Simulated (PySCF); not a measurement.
The third ionisation energy along group 16

All values are computed (PySCF 2.14, energy differences of UHF-based or UKS calculations, no spin-orbit coupling). Values in eV. The last column holds reference values (NIST; (s) semi-empirical, (t) theoretical, else measured). Unmarked ones compare directly (S terms, centres of terms, or small fine structure); those marked * lie between the lowest fine-structure levels and include a spin-orbit shift.

```
                          element                         configurations     UHF     LDA     PBE    PBE0  r2SCAN  SCS-MP2 (valence)           reference
 O (dyall-av2z, non-relativistic)            [He] 2s2 2p2 → [He] 2s2 2p1  54.611  55.421  55.274  55.308  55.606             54.728        54.936 (s) *
 S (dyall-av2z, non-relativistic)            [Ne] 3s2 3p2 → [Ne] 3s2 3p1  34.106  34.826  34.792  34.828  34.964             34.363  34.86 ± 0.04 (s) *
Se (dyall-av2z, non-relativistic)  [Ar] 3d10 4s2 4p2 → [Ar] 3d10 4s2 4p1  30.876  31.643  31.468  31.523  31.704             31.096    31.697 ± 0.019 *
Te (dyall-av2z, non-relativistic)  [Kr] 4d10 5s2 5p2 → [Kr] 4d10 5s2 5p1  26.776  27.549  27.332  27.394  27.502             26.959      27.84 ± 0.04 *
```

"Valence" correlates the outer s and p shells and, in groups 3 to 12 and the f block, the outer d or f shell, open or full, or the next shell where the ion has no valence electron left; the wider scheme adds the next inner shell.
